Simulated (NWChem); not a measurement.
C₃H₇NSi; SMILES N1[SiH2]C=CC1

```xyz
12

C      0.7841     1.2671     0.0000
C      1.3676     0.0577     0.0000
Si     0.0248    -1.2371     0.0000
N     -1.2129    -0.0222     0.0000
C     -0.7153     1.3310     0.0000
H      1.3431     2.2108     0.0000
H      2.4545    -0.0560     0.0000
H      0.0233    -2.1470     1.1948
H      0.0233    -2.1470    -1.1948
H     -2.2145    -0.1473     0.0000
H     -1.0521     1.9130    -0.8841
H     -1.0521     1.9130     0.8841
```
Atoms are numbered in this order, from 1.

All runs: NWChem. Pople sets run with spherical d functions. The geometry was optimised at PBE0/def2-SVP. No frequency run checked for a minimum. Vertical excitations in the gas phase.

### Question
What does the run give for B3LYP/6-31G*, TDA? Quantities: lowest excitation, singlet (eV); lowest state with f > 0.02, singlet (eV); orbital gap (eV).

### Answer
The lowest excitation, singlet (eV) comes out as 5.39, the lowest state with f > 0.02, singlet (eV) is 5.39 and the orbital gap (eV) comes out as 6.28.
